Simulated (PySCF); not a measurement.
## CGaN: core ionisation energies

Compound: gallium cyanide, CGaN (singlet state).
Geometry (PBE0-D3(BJ)/def2-SVP, Å), atoms numbered from 1 in this order:
```
atom  x, y, z in Å
N1    -1.152   -0.799   -0.007
C2    -0.248   -0.064   -0.020
Ga3    1.422    1.169    0.003
```

Computed, not measured: delta-SCF UKS SCAN, pcX-2 on the ionised atom, pcseg-1 elsewhere, spin-free X2C in PySCF 2.14.0. Vertical ΔSCF values, vacuum level as zero.

Problem. Give the core binding energies atom by atom.

Solution. 
```tsv
atom(s)	environment	level	binding energy (eV)	count
C2	cyano carbon	C 1s	290.90	1
N1	cyano nitrogen	N 1s	404.83	1
```

Problem. What is the longest wavelength that can ionise C 1s of C2 vertically?

Solution. λ = hc/E = 12398.42 eV Å / 290.90 eV = 42.621 Å.

Problem. Give the binding energy of C 1s of C2 in hartree and in kJ/mol.

Solution. 290.90 eV = 10.6904 Eh = 28068 kJ/mol.

No level of gallium is listed. Geometry: PBE0-D3(BJ)/def2-SVP; no solvent, vibrations or thermal averaging.
